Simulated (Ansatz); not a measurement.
Dissociation curve of AlH, singlet.

Methods: RKS-PBE = restricted PBE/cc-pVDZ (Ansatz, a first-principles code); UKS-PBE = unrestricted PBE/cc-pVDZ run with Ansatz; UKS-B3LYP = unrestricted B3LYP/cc-pVDZ (Ansatz); FCI = full CI/cc-pVDZ, frozen core (Ansatz).

Energies relative to the lowest point of each curve near equilibrium, in kcal/mol:

```json
[
 {"R / Å": "1.25", "RKS-PBE": "37.7", "UKS-PBE": "37.7", "UKS-B3LYP": "35.9"},
 {"R / Å": "1.35", "RKS-PBE": "19.4", "UKS-PBE": "19.4", "UKS-B3LYP": "18.0"},
 {"R / Å": "1.40", "RKS-PBE": "13.2", "UKS-PBE": "13.2", "UKS-B3LYP": "12.0"},
 {"R / Å": "1.59", "RKS-PBE": "1.3", "UKS-PBE": "1.3", "UKS-B3LYP": "0.9"},
 {"R / Å": "1.66", "RKS-PBE": "0.1", "UKS-PBE": "0.1", "UKS-B3LYP": "0.0"},
 {"R / Å": "1.68", "RKS-PBE": "0.0", "UKS-PBE": "0.0", "UKS-B3LYP": "0.0"},
 {"R / Å": "1.93", "RKS-PBE": "4.1", "UKS-PBE": "4.1", "UKS-B3LYP": "4.9"},
 {"R / Å": "2.06", "RKS-PBE": "8.6", "UKS-PBE": "8.6", "UKS-B3LYP": "9.9"},
 {"R / Å": "2.48", "RKS-PBE": "26.2", "UKS-PBE": "26.2", "UKS-B3LYP": "28.5"},
 {"R / Å": "2.74", "RKS-PBE": "36.9", "UKS-PBE": "36.9", "UKS-B3LYP": "39.8"},
 {"R / Å": "5.78", "RKS-PBE": "87.3", "UKS-PBE": "67.8", "UKS-B3LYP": "71.0"},
 {"R / Å": "6.68", "RKS-PBE": "89.6", "UKS-PBE": "67.8", "UKS-B3LYP": "71.1"}
]
```

Problem. What does FCI give at the same points?

Solution. 1.25: 35.3; 1.35: 17.3; 1.40: 11.3; 1.59: 0.7; 1.66: 0.0; 1.68: 0.0; 1.93: 5.8; 2.06: 11.0; 2.48: 29.8; 2.74: 40.3; 5.78: 67.8; 6.68: 67.8 (kcal/mol).

The restricted form behind RKS-PBE keeps the bonding electrons paired and can't separate into open-shell fragments. The unrestricted determinant behind UKS-PBE is spin-contaminated at 3.30 to 6.68 Å (<S²> up to 1.0, against 0.00 for a pure singlet). The unrestricted determinant behind UKS-B3LYP is spin-contaminated at 2.98 to 6.68 Å (<S²> up to 1.0, against 0.00 for a pure singlet).
